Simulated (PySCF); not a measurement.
Problem. What does the PBE0-D3(BJ)/def2-SVP structure of `[C@H]1(CC[O+](C1)[GaH3-])SC` look like in three dimensions?

Solution. 
Z-matrix in Å and degrees, rows numbered from 1:
```
C 
S   1  1.8046
C   2  1.8130  1  100.18
C   3  1.5434  2  110.21  1  -176.89
C   4  1.5225  3  103.83  2  -114.65
O   5  1.4289  4  104.32  3   -29.19
Ga  6  2.1302  5  118.71  4   -90.96
C   6  1.4254  5  105.95  4    41.86
H   1  1.1007  2  111.12  3    58.88
H   1  1.0988  2  106.76  3   177.08
H   1  1.1004  2  112.27  3   -64.37
H   3  1.1000  2  108.64  1   -55.99
H   4  1.0987  3  109.84  2   127.17
H   4  1.0996  3  112.56  2     6.92
H   5  1.1032  4  111.82  3    87.54
H   5  1.0971  4  114.98  3  -146.98
H   7  1.5888  6   96.50  5    77.58
H   7  1.5773  6   97.76  5  -163.53
H   7  1.5797  6   96.87  5   -41.50
H   8  1.0977  3  114.47  2  -104.63
H   8  1.1033  3  110.32  2    19.56
```

The 3 C–C bonds span 1.522 Å (C4–C5, drawn single) to 1.543 Å (C3–C4, drawn single), a spread of 0.021 Å. Ga7 (gallium bonded to O and 3 H) has angles from 96.5° to 120.4°. The 5-membered ring C3–C4–C5–O6–C8 has internal angles of 103.7° to 105.9° (sum 523°, against 540° for a flat polygon); it is puckered, 0.17 Å rms from its mean plane, widest ring torsion 42°. O6 (oxygen bonded to 2 C and Ga) is pyramidal (angles 118.7°, 116.2° and 105.9°, sum 340.8°, 0.41 Å off the plane of its three neighbours).

The calculation used PBE0-D3(BJ)/def2-SVP geometry optimisation, gas phase in PySCF.

Point group: C1 (no symmetry element, even within 0.4 Å). Whether it is a minimum is left open (no frequencies). One conformer, not necessarily the lowest (C1–S2–C3–C4 -177°, S2–C3–C4–C5 -115°, C3–C4–C5–O6 -29°, C4–C5–O6–Ga7 -91°, C5–O6–C8–C3 -37°).

Hardware: one thread, Arm Neoverse V2 (aarch64), shared host with 96 logical CPUs at a one-minute load of 48. Cost: 2.5 min, 0.95 GiB resident at most. These figures are those of the optimisation.
